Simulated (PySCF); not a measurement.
**Magnetisability: `InChI=1S/C6H8O3/c1-4(6(8)9)3-5(2)7/h1,3H2,2H3,(H,8,9)`**

Geometry:
```json
{"atom": "C1", "x (Å)": "1.047", "y (Å)": "-1.028", "z (Å)": "1.709"}
{"atom": "C2", "x (Å)": "0.835", "y (Å)": "-0.327", "z (Å)": "0.598"}
{"atom": "C3", "x (Å)": "0.122", "y (Å)": "0.995", "z (Å)": "0.581"}
{"atom": "C4", "x (Å)": "-1.370", "y (Å)": "0.714", "z (Å)": "0.384"}
{"atom": "C5", "x (Å)": "-1.882", "y (Å)": "1.031", "z (Å)": "-0.988"}
{"atom": "O6", "x (Å)": "-2.044", "y (Å)": "0.255", "z (Å)": "1.268"}
{"atom": "C7", "x (Å)": "1.225", "y (Å)": "-0.854", "z (Å)": "-0.732"}
{"atom": "O8", "x (Å)": "0.937", "y (Å)": "-0.331", "z (Å)": "-1.783"}
{"atom": "O9", "x (Å)": "1.938", "y (Å)": "-1.985", "z (Å)": "-0.678"}
{"atom": "H10", "x (Å)": "1.525", "y (Å)": "-1.991", "z (Å)": "1.681"}
{"atom": "H11", "x (Å)": "0.736", "y (Å)": "-0.656", "z (Å)": "2.670"}
{"atom": "H12", "x (Å)": "0.255", "y (Å)": "1.492", "z (Å)": "1.542"}
{"atom": "H13", "x (Å)": "0.500", "y (Å)": "1.616", "z (Å)": "-0.229"}
{"atom": "H14", "x (Å)": "-1.230", "y (Å)": "0.573", "z (Å)": "-1.729"}
{"atom": "H15", "x (Å)": "-1.849", "y (Å)": "2.109", "z (Å)": "-1.140"}
{"atom": "H16", "x (Å)": "-2.904", "y (Å)": "0.680", "z (Å)": "-1.109"}
{"atom": "H17", "x (Å)": "2.153", "y (Å)": "-2.281", "z (Å)": "-1.577"}
```

The calculation used GIAO CAM-B3LYP/6-31G magnetisability, rotational g tensor and spin-rotation constants, non-relativistic, gas phase (PySCF). Geometry: GFN2-xTB.

Question: What are the magnetisability and the molar susceptibility?

Answer: Isotropic -1070 × 10⁻³⁰ J/T², or -64.5 × 10⁻⁶ cm³/mol; principal values -1264, -1100, -847 × 10⁻³⁰ J/T², anisotropy 364 × 10⁻³⁰ J/T² (root of half the summed squared differences of the principal values). The susceptibility is in cgs units.

Question: Split it along the inertial axes a, b, c into diamagnetic and paramagnetic parts about the centre of mass, with the quadrupole moment.

Answer: 
```
axis  χ (10⁻⁶ cm³/mol)  diamagnetic (10⁻⁶ cm³/mol)  paramagnetic (10⁻⁶ cm³/mol)  summed x² of all electrons (Å²)  quadrupole Θ (D Å)
   a             -65.6                      -575.5                        509.9                            212.0               +1.60
   b             -54.3                     -1038.9                        984.5                            102.8               -1.96
   c             -73.4                     -1335.3                       1261.8                             32.9               +0.36
```
Anisotropies 2χaa − χbb − χcc = -3.5 and 2χbb − χaa − χcc = +30.3 × 10⁻⁶ cm³/mol. Θ is traceless in Buckingham's convention.

Question: And the rotational g tensor?

Answer: 
| axis | rotational constant (GHz) | g | nuclear part | electronic part |
| --- | --- | --- | --- | --- |
| a | 2.5987 | -0.0339 | 0.5886 | -0.6225 |
| b | 1.2343 | -0.0214 | 0.5495 | -0.5709 |
| c | 0.9502 | -0.0086 | 0.5547 | -0.5633 |

Asymmetric top; isotopes 12C, 1H, 16O; no vibrational averaging.
